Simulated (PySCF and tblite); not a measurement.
The numbers below are computed, except where a source is named.
C₇H₉FO, numbered as in [CH3:1][C@@H:2]1[CH2:3][CH:4]=[C:5]([F:6])[C:7](=[O:8])[CH2:9]1.

Geometries GFN2-xTB; weights from PBE0-D3(BJ)/pcSseg-1 energies and GFN2-xTB thermal corrections, with symmetry numbers and mirror pairs. Conformers within 2 kcal/mol (GFN2-xTB free energy) were kept, 5 at most. GIAO shieldings: PBE0/pcSseg-1. Shifts are against TMS (¹H), TMS (¹³C), CFCl3 (¹⁹F) at the same level; of two unlike H on one atom, a is the less shielded. Programs: PySCF with density fitting and tblite.

The 6-ring runs over atoms 2–3–4–5–7–9.

```tsv
conformer	shape	symmetry	E(GFN2) kcal/mol	E(DFT) kcal/mol
1	6-ring envelope (ring torsions 22, 2, 5, -36, 59, -51°)	C1	0.00	0.00
2	6-ring envelope (ring torsions -21, -1, -6, 36, -58, 49°)	C1	0.15	0.72
```

How much do the weights at 298.15 K and the averaged shift of H3a depend on how the conformers are weighted?


```csv
weighting,1 (%),2 (%),δ (ppm),rms dipole (D)
"DFT energy with thermal terms, symmetry and mirror images (full scheme)",81,19,2.40,4.77
DFT energy with symmetry and mirror images,77,23,2.43,4.77
bare DFT energy,77,23,2.43,4.77
GFN2-xTB energy with symmetry and mirror images,56,44,2.56,4.76
GFN2-xTB free energy,62,38,2.53,4.76
leading conformer alone,100,0,2.28,4.78
equal weights,50,50,2.60,4.76
```

The largest departure from the full scheme, 0.20 ppm, comes with: equal weights.


Conformer gaps in pcSseg-1 on xTB geometries can be 2 kcal/mol off for S=O, P=O and other polar bonds.